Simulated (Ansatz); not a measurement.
`[F][Hf]([F])([SH])[Cl]` + H₂O → `[OH][Hf]([F])([F])[SH]` + HCl at 298.15 K and 1 bar (formal hydrolysis of the Hf–Cl bond).

Gas-phase electronic energies from Ansatz, PBE0-D4/def2-TZVP geometries. CBS: MP2 limit from def2 TZ/QZ plus the TZ coupled-cluster correction, frozen cores. This one scheme is used for every species. def2 core potentials past Kr. For Hf outer-core shells are correlated without core-valence functions, which leaves a few kJ/mol of doubt a bond. Each species was taken in one conformer, which may not be the lowest.

```csv
species,CCSD(T)/CBS energy (Eh),H − E (kJ/mol),S (J/(mol·K))
`[F][Hf]([F])([SH])[Cl]`,-1105.93208,59.8,391.9
H₂O,-76.37941,66.4,188.7
`[OH][Hf]([F])([F])[SH]`,-721.92031,90.8,395.3
HCl,-460.38127,26.6,186.8
```

H − E and S are ideal-gas, rigid-rotor, harmonic terms from PBE0-D4/def2-TZVP, for one conformer and one mirror image of each species. 1 Eh = 2625.50 kJ/mol, R = 8.31446 J/(mol·K).

By hand: ΔE, ΔH, ΔS and ΔG.

ΔE = (-721.92031) + (-460.38127) − (-1105.93208) − (-76.37941) = 0.00991 Eh = 26.0 kJ/mol. Δ(H − E) = 90.8 + 26.6 − 59.8 − 66.4 = -8.8, so ΔH = 17.2 kJ/mol. ΔS = 395.3 + 186.8 − 391.9 − 188.7 = 1.5 J/(mol·K). ΔG = 17.2 − 298.15 × (1.5)/1000 = 16.8 kJ/mol.

By hand: the equilibrium constant, and the temperature at which ΔG would vanish if ΔH and ΔS stayed fixed.

log₁₀ K = −ΔG/(RT ln 10) = -2.9. ΔG = 0 at ΔH/ΔS = 11467 K, far beyond where these terms or the molecules hold.

The number of gas molecules stays the same, so ΔS is small and ΔH decides. A doubt of 5 kJ/mol in ΔE shifts log₁₀ K by 0.9 here. Other conformers and mirror images would add mixing entropy, several J/(mol·K) or more a flexible species. These are equilibria of isolated gas molecules and say nothing of rates. Largest T1 diagnostic: 0.016 (customary marks: 0.02 for closed shells, 0.045 for open ones).
